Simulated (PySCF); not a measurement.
C₅H₈OSi.
Structure used (PBE0-D3(BJ)/def2-SVP), in Å, numbered top down from 1:
```
atom  x, y, z in Å
Si1   -2.3690   -0.3008    0.2441
C2    -0.9739   -1.3016   -0.5701
C3     0.3790   -0.7610   -0.2989
C4     1.4181   -1.1749    0.4873
C5     2.4418   -0.1827    0.3590
C6     1.9458    0.7564   -0.4920
O7     0.7003    0.4144   -0.8900
H8    -2.2227   -0.3491    1.7303
H9    -2.3256    1.1208   -0.2073
H10   -3.6908   -0.8911   -0.1343
H11   -1.0310   -2.3359   -0.1989
H12   -1.1646   -1.3384   -1.6567
H13    1.4485   -2.0846    1.0830
H14    3.4200   -0.1748    0.8351
H15    2.3409    1.6844   -0.8968
```

Method: PBE0-D3(BJ)/def2-SVP geometry optimisation, gas phase (PySCF 2.14.0).

Masses are those of the commonest isotopes; rigid-rotor values at the optimised geometry. The values belong to one conformer with, in the numbering `[SiH3:1][CH2:2][c:3]1[cH:4][cH:5][cH:6][o:7]1`, Si1–C2–C3–C4 107°.

(1) Give the principal moments of inertia and the rotational constants in cm⁻¹.

(2) What kind of rotor is it?

(3) What does the inertial defect say?

(4) Which lines would a microwave search look for?

(5) Estimate the classical rotational partition function at 100 K, 200 K and 298.15 K.

## Answers

(1) Ia = 89.16, Ib = 396.59, Ic = 431.81 u·Å²; 505379 MHz·u·Å²/I gives 5668, 1274 and 1170 MHz, that is A = 0.18908, B = 0.04251, C = 0.03904 cm⁻¹.

(2) A near-prolate asymmetric top: κ = (2 × 1274 − 5668 − 1170)/(5668 − 1170) = -0.95.

(3) Not planar: Δ = Ic − Ia − Ib = -53.93 u·Å². For a rigid frame Δ = −2 Σ m c², so Σ m c² = 26.97 u·Å² lies off the ab plane: 8.28 from hydrogen and 18.69 from heavier atoms. The atom farthest from that plane is 1.80 Å away.

(4) The dipole components are |μa| = 0.21 D, |μb| = 0.61 D, |μc| = 0.27 D. The squared components, which scale the intensities, stand as 0.12 : 1.00 : 0.20 (a : b : c). Some lines, for components of 0.1 D or more:

```tsv
type	branch	J(Ka,Kc)	MHz	lower level (cm⁻¹)
c	Q	3(1,3) ← 3(0,3)	4142	0.489
b	Q	4(1,3) ← 4(0,4)	4988	0.815
b	R	1(1,1) ← 0(0,0)	6839	0.000
a	R	3(2,1) ← 2(2,0)	7341	0.838
b	R	5(0,5) ← 4(1,4)	8238	0.946
a	R	5(1,5) ← 4(1,4)	11956	0.946
a	R	5(4,1) ← 4(4,0)	12227	3.188
c	Q	3(2,2) ← 3(1,2)	13028	0.648
c	R	5(1,4) ← 4(0,4)	17463	0.815
c	R	3(2,2) ← 2(1,2)	20828	0.388
c	Q	4(3,2) ← 4(2,2)	22209	1.410
b	Q	4(3,1) ← 4(2,2)	22210	1.410
c	Q	3(3,1) ← 3(2,1)	22223	1.083
b	Q	3(3,0) ← 3(2,1)	22223	1.083
b	Q	3(3,1) ← 3(2,2)	22232	1.082
b	R	4(2,3) ← 3(1,2)	22805	0.648
c	R	4(2,3) ← 3(1,3)	23429	0.627
b	R	4(2,2) ← 3(1,3)	23456	0.627
c	R	3(3,1) ← 2(2,1)	29566	0.838
b	Q	5(4,2) ← 5(3,3)	31117	2.558
c	Q	4(4,1) ← 4(3,1)	31119	2.150
b	Q	4(4,0) ← 4(3,1)	31119	2.150
c	R	4(3,2) ← 3(2,2)	32014	1.082
c	R	5(3,2) ← 4(2,2)	34439	1.410
c	R	5(3,3) ← 4(2,3)	34466	1.409
c	Q	5(5,1) ← 5(4,1)	40011	3.596
b	Q	5(5,0) ← 5(4,1)	40011	3.596
b	R	5(4,2) ← 4(3,1)	43347	2.150
```

(5) Point group C1, symmetry number σ = 1; q = (√π/σ)·√((kT/h)³/(ABC)), k/h = 20836.6 MHz/K: 58000 at 100 K, 164000 at 200 K, 298000 at 298.15 K.

PBE0-D3(BJ)/def2-SVP frequencies: not computed here. Zero-point vibration and centrifugal distortion are left out. A rigid rotor knows nothing of internal rotation, which can split or shift real lines.
